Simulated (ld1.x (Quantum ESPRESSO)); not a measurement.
PBEsol RRKJ dataset for Si (Z = 14), non-relativistic all-electron reference.

```json
{
 "Element": "silicon",
 "Generator": "ld1.x (Quantum ESPRESSO) 7.5",
 "Type": "norm-conserving RRKJ (Kleinman–Bylander form)",
 "Functional": "PBEsol",
 "Relativity": "non-relativistic",
 "Frozen core": "[Ne]",
 "Valence charge": "4",
 "Reference configuration": "3s2 3p0 (charge +2)",
 "Partial waves": "3s (bound): rc 1.40 bohr; 3p (bound, empty): rc 1.80 bohr; 3d channel at -0.05 Ry: rc 1.45 bohr",
 "Local potential": "all-electron potential smoothed inside 1.40 bohr (lloc = -2)",
 "Core correction": "Bessel-smoothed model core inside 0.80 bohr",
 "rho0": "0.001"
}
```

(1) Estimate the cutoffs (Ry, on a coarse ladder) from which the occupation-weighted sum of valence levels, in a spherical-Bessel basis at the reference potential, stays within 10 and 1 mRy of its value at 400 Ry.

(2) What does a ghost test show?

(3) Tests: 3s2 3p2; 3s2 3p1; 3s1 3p0; 3s1 3p2; 3s1 3p3; 3s0 3p4; 3s2 3p1.5. Which has the largest error in its energy relative to the reference configuration, and how large is it?

Results:

(1) 45 Ry and 80 Ry.

(2) No extra level below or beside the all-electron valence levels (s, p, d, f tested).

(3) 3s2 3p2, with +29 meV (all-electron minus pseudo) on -23.70 eV.
